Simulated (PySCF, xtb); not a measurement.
Cl₃Ge, SMILES [Cl][Ge]([Cl])[Cl] (connectivity only; charge and spin as stated), charge +1, multiplicity 1.

Harmonic wavenumbers (cm⁻¹) from xtb 6.7.1 with GFN2-xTB at its own minimum, in rising order: 124, 124, 126, 336, 426, 426.

**Question.** What does B3LYP-D3(BJ)/def2-SVP (PySCF) give at its own minimum? (The exact figures need the calculation; the answer reports its results.)

**Answer.** 139, 139, 141, 407, 526, 526. Paired by order, the mean absolute difference is 53 cm⁻¹ and the zero-point energies are 2.2 and 2.7 kcal/mol.
